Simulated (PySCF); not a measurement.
A structure optimised at B3LYP-D3(BJ)/def2-SVP, used in a PySCF frequency run:

```
C
H 1 1.1023
H 1 1.1028 2 107.70
C 1 1.5232 2 111.80 3 124.21
H 4 1.1011 1 110.87 2 62.01
H 4 1.1036 5 108.03 1 123.10
H 4 1.1042 5 107.27 6 114.94
Bi 1 2.3151 2 106.89 3 -113.61
O 8 2.1124 1 92.57 2 168.77
H 9 0.9688 8 110.25 1 11.89
O 8 2.1155 9 97.85 10 -82.63
H 11 0.9694 8 109.52 9 27.56
```
Charge 0, spin multiplicity 1.

Task: Write its SMILES and formula.

Result: C[CH2][Bi]([OH])[OH], C₂H₇BiO₂

Task: What are its rotational constants (standard atomic weights)?

Result: 3.1217, 1.8486, 1.7323 GHz
